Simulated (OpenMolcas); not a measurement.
## S II: effect of the level shift or regulariser

```
Program             : OpenMolcas 26.06
Basis               : ANO-RCC-VTZP [5s4p2d1f]
Scalar Hamiltonian  : DKH2, point nucleus
Active space        : 3 electrons in 3 orbitals (3p)
State averaging     : 2S+1 = 4 odd, 1 root; 2S+1 = 2 odd, 8 roots
Spin-orbit coupling : RASSI with atomic mean-field integrals over the reference wave functions, term energies averaged over their components
```

Methods on the same reference wave functions:
A. CASSCF
B. SS-CASPT2, IPEA 0.25 Eh, imaginary shift 0.1 Eh (closed shells correlated: 2s 2p 3s)
C. SS-CASPT2, IPEA 0.25 Eh, real shift 0.2 Eh (closed shells correlated: 2s 2p 3s)
D. SS-CASPT2, IPEA 0.25 Eh, sigma2 regulariser 0.3 Eh (closed shells correlated: 2s 2p 3s)

Energies in cm⁻¹ above 3s² 3p³ ⁴S°_3/2, the measured ground level; measured values from NIST Handbook of Basic Atomic Spectroscopic Data.

```
          Level      A      B      C      D  Measured
3s² 3p³ ⁴S°_3/2    0.0    0.0    0.0    0.0       0.0
3s² 3p³ ²D°_3/2  19220  15680  15720  15680     14853
3s² 3p³ ²D°_5/2  19238  15700  15740  15700     14885
3s² 3p³ ²P°_1/2  31911  26490  26560  26490     24525
3s² 3p³ ²P°_3/2  31935  26510  26580  26510     24572
```

Deviations, from unrounded energies. A percentage is the sum of absolute deviations over the sum of measured energies, with the sign that they share, or ± where signs differ.

```csv
Against measurement,Levels,A,B,C,D
mean absolute deviation (cm-1),4,5900,1400,1400,1400
other terms of the ground configuration (%),4,+29.8,+7.0,+7.3,+7.0
```

B, C, D lie about equally close to measurement and A furthest from it. The largest miss of D in the table is 3s² 3p³ ²P°_1/2, by +2000 cm-1. The ranking rests on the paired levels alone, and a cruder setting can come out closer through cancelling errors.

Among B to D the level of the table that moves most is 3s² 3p³ ²P°_1/2, by 70 cm-1 (lowest in D, highest in C). Moves below CASPT2's spread within the term are not significant.

The mean deviations of B to D differ by less than CASPT2's widest spread within a term (230 cm-1), so their order carries little weight.

From A to B the spin-free energies of the other terms of 3s² 3p³ shown, above ⁴S°, scale by factors of 0.82 to 0.83.

The lowest spin-free term lies below A's lowest term by 0.109 hartree in B, 0.109 hartree in C, 0.109 hartree in D.

Term energies are means over components that CASPT2 splits; among the terms shown or strongly mixed into the levels shown the widest spread is 230 cm-1 (3s² 3p³ ²D°, D). With the s shell closed, the reference lacks s² → p² mixing. Without dynamic correlation excited terms often stand tens of per cent too high (terms of higher spin than the ground term too low), and those without a measured partner can miss by more than the paired ones (holds for A). Measured partners are found by configuration, term and J. A level has none where our copy of the source lacks it or the pairing is in doubt (some pairs that miss far off the trend of their configuration count as doubtful), and it then counts in no deviation. Only configurations of the active space appear.

° marks odd parity.
